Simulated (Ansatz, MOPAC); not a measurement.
Species: CaF, charge 1, multiplicity 1. SMILES: [F][Ca+]

Atoms: Ca1, F2. Bonds: Ca1-F2.

Bond lengths (Å) and angles (degrees) optimised at AM1 with MOPAC; PM3 with MOPAC; PM7 with MOPAC; HF/3-21G with Ansatz (an electronic-structure program), each started from the B3LYP-D3(BJ)/def2-TZVP structure (Ansatz) of the last column. A row stands for all coordinates that are equal there.

```tsv
coordinate	AM1	PM3	PM7	HF/3-21G	B3LYP-D3(BJ)/def2-TZVP
Ca1-F2	1.928	1.922	1.849	1.999	1.882
```

Mean signed difference of all 1 bond lengths from B3LYP-D3(BJ)/def2-TZVP: AM1 0.047 Å, PM3 0.041 Å, PM7 -0.032 Å, HF/3-21G 0.117 Å.
